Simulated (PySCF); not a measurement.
# Spinor energies of Ag⁴⁺ (silver, charge +4)

Start: [Kr] 4d7; 4d3/2 filled at m_j = -3/2, -1/2, +1/2, +3/2; 4d5/2 filled at m_j = +1/2, +3/2, +5/2. Calculated with PySCF 2.14 in x2c-TZVPall-2c (8s9p7d1f, 77 functions): generalised Hartree-Fock with the X2C-1e Hamiltonian and a Gaussian nucleus; one run each with spin-orbit coupling (SO) switched off, then screened by Boettger's factors.

```
spinor shell  electrons  ε, spin-free (eV)  ε, screened SO (eV)  weight of nominal j (screened SO)  rms radius, screened SO (bohr)
       1s1/2          2           -25704.2             -25702.2                              1.000                          0.0357
       2s1/2          2            -3921.0              -3920.4                              1.000                           0.146
       2p1/2          2            -3516.1              -3637.6                              1.000                           0.127
       3s1/2          2            -803.49              -803.26                              1.000                           0.392
       3p1/2          2            -667.19              -689.38                              1.000                           0.387
       3p3/2          4            -667.19              -656.79                              1.000                           0.397
       3d3/2          4            -452.63              -456.74                              0.992                           0.374
       3d5/2          6            -452.63              -449.62                              0.995                           0.377
       4s1/2          2            -172.43              -172.35                              1.000                           0.964
       4p1/2          2            -129.56              -135.92                              0.860                            1.03
       4p3/2          4            -129.56              -126.44                              0.930                            1.05
       4d5/2          3            -69.001              -69.827                              0.734                            1.29
       4d3/2          4            -69.001              -68.412                              0.704                            1.29
```

**Question.** Where does 2p3/2 lie, and what is the 2p spin-orbit splitting (screened SO)?

**Answer.** At -3459.9 eV, 177.66 eV above 2p1/2.

```tsv
quantity	spin-free	screened SO
E (hartree)	-5308.37097	-5309.37163
M_J	9/2	9/2
⟨J²⟩	24.755	24.757
⟨L²⟩	12.004	12.275
⟨S²⟩	3.751	3.668
```

Each row is a mean over spinors that exchange with the open shell spreads, by up to 10.561 eV (4p3/2).

Rows whose weight is well below 1 are mixtures of j = l ± 1/2: exchange outweighs spin-orbit coupling there, and the label is only the starting occupation.

Breit and QED terms are absent; they matter most for the inner s and p1/2 levels.

Densities and radii are taken from the X2C orbitals without a picture-change correction, which distorts them close to the nucleus.

Without spin-orbit coupling the j labels of p, d and f shells carry no meaning; the spin-free column gives the mean over the occupied spinors of each nl shell.
